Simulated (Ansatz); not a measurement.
Harmonic frequencies (cm⁻¹) at PBE0-D4/def2-TZVP from Ansatz: 27, 40, 91, 106, 128, 175, 383, 492, 525, 596, 623, 667, 710, 716, 740, 1194, 1196, 1449, 1451, 1453, 1455, 1549, 3058, 3060, 3145, 3146, 3157, 3158, 3600, 3708.

Each molecule was computed in one conformer, which needn't be the lowest.

Task: Which molecule is it?
A. `C[NH][InH][CH3]`
B. `[CH3][In]([CH3])[NH2]`
C. `C[N](C)[InH2]`
D. `C[CH2][InH][NH2]`

Result: B.
